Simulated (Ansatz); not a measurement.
A nudged elastic band was laid between two geometries of Cl3FH2OTi (8 atoms, charge 0, multiplicity 1).

Level of theory: Ansatz 0.2.0, RKS B3LYP-D4/def2-SVP.

```json
{
 "movable images": "7",
 "climbing image": "yes",
 "spring": "5.0 eV/Å²",
 "optimiser": "quadratic models (default)",
 "start path": "through a guess of the saddle point",
 "force threshold": "0.05 eV/Å",
 "iteration limit": "60",
 "end points": "relaxed"
}
```

First end point:

```xyz
8
Properties=species:S:1:pos:R:3
Ti -0.024 0.052 -0.005
F 0.250 0.067 1.726
Cl 2.058 -0.072 -0.674
Cl -0.639 1.951 -0.900
Cl -0.796 -1.800 -0.977
O -2.161 0.012 0.882
H -2.626 -0.787 0.590
H -2.077 -0.053 1.846
```

Last end point:

```xyz
8
Properties=species:S:1:pos:R:3
Ti -0.448 -0.081 -0.271
F -0.304 0.985 1.931
Cl 1.592 -0.732 0.176
Cl -0.630 1.976 -0.991
Cl -1.001 -1.283 -2.013
O -1.735 -0.638 0.881
H -2.432 -1.284 0.703
H -1.057 0.428 2.072
```

(1) Which bonds break or form, and what moves?

(2) What energy profile does the band end with?

(3) What is the geometry of the highest image?

(4) What are the harmonic wavenumbers there?

The band took 20 iterations and roughly 29 core-minutes.

Answers

(1) Bonds broken: O6–H8. Bonds formed: F2–H8.

(2) It converged. The highest image is number 6 of 0 to 8, 0.90 eV above the first end and 0.24 eV above the last; the last end lies 0.66 eV above the first. A vibrational analysis at the climbing image gives one clearly imaginary mode, 794i cm⁻¹: a first-order saddle point. The orbitals stay closed-shell, which can raise the energy where a bond breaks towards radicals; this wasn't checked here.

```
image  path coordinate (Å)  energy (eV)  O6–H8 (Å)  F2–H8 (Å)
    0                 0.00         0.00       0.97       2.33
    1                 0.44         0.03       0.97       2.27
    2                 0.88         0.09       0.97       2.25
    3                 1.32         0.14       0.97       2.22
    4                 1.77         0.20       0.97       2.03
    5                 2.21         0.44       1.00       1.59
    6                 2.65         0.90       1.22       1.14
    7                 3.02         0.72       1.50       0.98
    8                 3.40         0.66       1.74       0.95
```

(3) 
```xyz
8
Properties=species:S:1:pos:R:3
Ti -0.353 0.069 -0.168
F -0.320 0.796 1.781
Cl 1.714 -0.598 0.018
Cl -0.483 2.029 -1.098
Cl -1.078 -1.283 -1.749
O -1.845 -0.496 0.962
H -2.402 -1.283 0.927
H -1.247 0.137 1.814
```

(4) 794i, 54, 112, 140, 157, 163, 179, 263, 379, 410, 470, 498, 634, 722, 897, 1116, 1848, 3879 cm⁻¹.

Run time: 7.6 min on 4 threads of Arm Neoverse V1, with other jobs on the host, peak memory 0.37 GiB.
